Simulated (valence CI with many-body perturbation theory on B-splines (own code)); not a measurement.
**Forbidden lines of Zn XXIV**

Computed by configuration interaction combined with many-body perturbation theory (CI+MBPT): five valence electrons over a frozen Dirac-Fock core [He], a basis of 11 s, 11 p, 10 d, 8 f, 5 g, 2 h functions for each j, with the one-electron correlation potential Σ1 (screened to all orders), the two-electron term Σ2, the three-electron term Σ3, Breit, model QED; selected single and double excitations, second order for the rest, scaled by the run's own slope (own B-spline code, finite nucleus).

No measured spectrum was set against this ion. As an estimate, levels of excited configurations hold to 0.05 to 0.15 % of their energy, terms of the ground configuration to about 0.5 %. Among the levels kept, up to 5500 cm⁻¹ of a level comes from second order outside the variational space, and about a tenth of that is noise between levels of different J, which matters for small intervals.

Lines 1 to 50 of 56 in falling wavelength, among levels below 1513.2 eV, chosen from the decays that carry over 1 % of a level's rate. Wavelengths and rates use the calculated energies, so an error of 900 cm⁻¹ moves a line at 590.3 Å by 0.53 % and its rate by three times that or more. Electric multipoles are in the length gauge, E1 and E2 with the static RPA response of the core. S is in atomic units (e²a₀⁴ for E2 and M2, e²a₀⁶ for E3), for M1 in squared Bohr magnetons. Weak lines are less certain than strong ones. Lines between different terms over intervals too small for the method are left out, as are lines whose strength nearly cancels.

Names give the largest LS component (configuration and term), which can be under half, so a name can repeat, a term be missing and a line seem to break the LS rules; names also repeat where a configuration has a term twice. Letters in brackets count levels of one name in rising energy.

| λ vac (Å) | Upper | Lower | Type | A (s⁻¹) | S (a.u.) |
| --- | --- | --- | --- | --- | --- |
| 1507 | 2s2 2p3 2D°_5/2 | 2s2 2p3 2D°_3/2 | M1 | 2.06e+03 | 1.57e+00 |
| 697.7 | 2s2 2p3 2P°_3/2 | 2s2 2p3 2P°_1/2 | M1 | 1.74e+04 | 8.74e-01 |
| 590.3 | 2s2 2p3 2P°_1/2 | 2s2 2p3 2D°_3/2 | M1 | 1.18e+04 | 1.80e-01 |
| 532.0 | 2s2 2p3 2D°_3/2 | 2s2 2p3 4S°_3/2 | M1 | 9.78e+04 | 2.19e+00 |
| 405.9 | 2s2 2p3 2P°_3/2 | 2s2 2p3 2D°_5/2 | M1 | 6.63e+04 | 6.57e-01 |
| 393.2 | 2s2 2p3 2D°_5/2 | 2s2 2p3 4S°_3/2 | M1 | 1.36e+04 | 1.84e-01 |
| 319.8 | 2s2 2p3 2P°_3/2 | 2s2 2p3 2D°_3/2 | M1 | 2.91e+05 | 1.41e+00 |
| 279.8 | 2s2 2p3 2P°_1/2 | 2s2 2p3 4S°_3/2 | M1 | 1.72e+05 | 2.79e-01 |
| 199.7 | 2s2 2p3 2P°_3/2 | 2s2 2p3 4S°_3/2 | M1 | 6.54e+04 | 7.73e-02 |
| 10.33 | 2s2 2p2 3d 2G_9/2 | 2s 2p4 2D_5/2 | E2 | 6.35e+07 | 6.67e-05 |
| 9.939 | 2s 2p3 3p 4F_9/2 | 2s 2p4 2D_5/2 | E2 | 2.58e+08 | 2.23e-04 |
| 9.936 | 2s2 2p2 3p 4D°_1/2 | 2s2 2p3 2D°_3/2 | E2 | 9.84e+08 | 1.70e-04 |
| 9.930 | 2s2 2p2 3p 4D°_3/2 [b] | 2s2 2p3 2P°_1/2 | E2 | 5.37e+08 | 1.85e-04 |
| 9.860 | 2s2 2p2 3p 2S°_1/2 | 2s2 2p3 2D°_5/2 | E2 | 2.33e+09 | 3.87e-04 |
| 9.798 | 2s2 2p2 3p 4D°_5/2 | 2s2 2p3 2D°_5/2 | E2 | 5.21e+08 | 2.52e-04 |
| 9.795 | 2s2 2p2 3p 2S°_1/2 | 2s2 2p3 2D°_3/2 | E2 | 2.77e+09 | 4.45e-04 |
| 9.791 | 2s2 2p2 3p 2P°_3/2 [a] | 2s2 2p3 2P°_1/2 | E2 | 2.24e+09 | 7.20e-04 |
| 9.785 | 2s2 2p2 3p 4P°_5/2 | 2s2 2p3 2D°_5/2 | E2 | 3.69e+09 | 1.77e-03 |
| 9.776 | 2s2 2p2 3p 2D°_5/2 [a] | 2s2 2p3 2P°_3/2 | E2 | 2.60e+09 | 1.25e-03 |
| 9.772 | 2s2 2p2 3p 2F°_5/2 | 2s2 2p3 2P°_1/2 | E2 | 1.94e+09 | 9.25e-04 |
| 9.766 | 2s2 2p2 3p 4D°_3/2 [b] | 2s2 2p3 2D°_3/2 | E2 | 3.98e+09 | 1.26e-03 |
| 9.763 | 2s2 2p2 3p 2F°_7/2 | 2s2 2p3 2P°_3/2 | E2 | 1.06e+09 | 6.70e-04 |
| 9.759 | 2s2 2p2 3p 2D°_3/2 [a] | 2s2 2p3 2D°_5/2 | E2 | 2.12e+09 | 6.71e-04 |
| 9.755 | 2s2 2p2 3p 2D°_5/2 [b] | 2s2 2p3 2P°_3/2 | E2 | 4.11e+09 | 1.94e-03 |
| 9.754 | 2s2 2p2 3p 4D°_1/2 | 2s2 2p3 4S°_3/2 | E2 | 5.48e+09 | 8.64e-04 |
| 9.736 | 2s2 2p2 3p 4D°_7/2 | 2s2 2p3 2D°_5/2 | E2 | 1.27e+09 | 7.95e-04 |
| 9.734 | 2s2 2p2 3p 4D°_5/2 | 2s2 2p3 2D°_3/2 | E2 | 1.30e+09 | 6.07e-04 |
| 9.716 | 2s2 2p2 3p 4P°_1/2 | 2s2 2p3 2D°_3/2 | E2 | 2.56e+09 | 3.96e-04 |
| 9.696 | 2s2 2p2 3p 2D°_3/2 [a] | 2s2 2p3 2D°_3/2 | E2 | 2.10e+09 | 6.43e-04 |
| 9.693 | 2s2 2p2 3p 2P°_3/2 [a] | 2s2 2p3 2D°_5/2 | E2 | 2.80e+09 | 8.55e-04 |
| 9.677 | 2s2 2p2 3p 4D°_3/2 [a] | 2s2 2p3 4S°_3/2 | E2 | 3.53e+09 | 1.07e-03 |
| 9.675 | 2s2 2p2 3p 2F°_5/2 | 2s2 2p3 2D°_5/2 | E2 | 1.06e+09 | 4.79e-04 |
| 9.637 | 2s2 2p2 3p 2P°_1/2 [a] | 2s2 2p3 2D°_5/2 | E2 | 7.19e+09 | 1.07e-03 |
| 9.624 | 2s2 2p2 3p 2P°_1/2 [c] | 2s2 2p3 2P°_3/2 | E2 | 2.96e+09 | 4.36e-04 |
| 9.618 | 2s2 2p2 3p 2S°_1/2 | 2s2 2p3 4S°_3/2 | E2 | 4.04e+08 | 5.93e-05 |
| 9.601 | 2s 2p3 3p 4F_7/2 | 2s 2p4 4P_5/2 | E2 | 3.60e+09 | 2.10e-03 |
| 9.576 | 2s2 2p2 3p 2P°_1/2 [a] | 2s2 2p3 2D°_3/2 | E2 | 3.59e+09 | 5.16e-04 |
| 9.559 | 2s2 2p2 3p 4D°_5/2 | 2s2 2p3 4S°_3/2 | E2 | 2.73e+09 | 1.17e-03 |
| 9.546 | 2s2 2p2 3p 2D°_5/2 [a] | 2s2 2p3 2D°_5/2 | E2 | 1.58e+09 | 6.69e-04 |
| 9.545 | 2s 2p3 3p 4F_9/2 | 2s 2p4 4P_5/2 | E2 | 4.66e+09 | 3.30e-03 |
| 9.534 | 2s2 2p2 3p 2F°_7/2 | 2s2 2p3 2D°_5/2 | E2 | 2.88e+09 | 1.62e-03 |
| 9.522 | 2s2 2p2 3p 2D°_3/2 [a] | 2s2 2p3 4S°_3/2 | E2 | 1.32e+09 | 3.68e-04 |
| 9.501 | 2s2 2p2 3p 4D°_7/2 | 2s2 2p3 4S°_3/2 | E2 | 4.05e+09 | 2.24e-03 |
| 9.486 | 2s2 2p2 3p 2D°_5/2 [a] | 2s2 2p3 2D°_3/2 | E2 | 1.46e+09 | 6.03e-04 |
| 9.474 | 2s2 2p2 3p 2F°_7/2 | 2s2 2p3 2D°_3/2 | E2 | 2.22e+09 | 1.21e-03 |
| 9.461 | 2s2 2p2 3p 2P°_3/2 [c] | 2s2 2p3 2P°_1/2 | E2 | 3.20e+09 | 8.65e-04 |
| 9.457 | 2s2 2p2 3d 4F_9/2 | 2s2 2p3 2D°_5/2 | M2 | 3.48e+07 | 2.35e-05 |
| 9.442 | 2s2 2p2 3p 2F°_5/2 | 2s2 2p3 4S°_3/2 | E2 | 1.26e+09 | 5.07e-04 |
| 8.759 | 2s 2p3 3d 4G°_9/2 | 2s2 2p3 2D°_5/2 | E2 | 6.84e+08 | 3.15e-04 |
| 8.730 | 2s 2p3 3d 4F°_9/2 [a] | 2s2 2p3 2D°_5/2 | E2 | 1.83e+08 | 8.27e-05 |
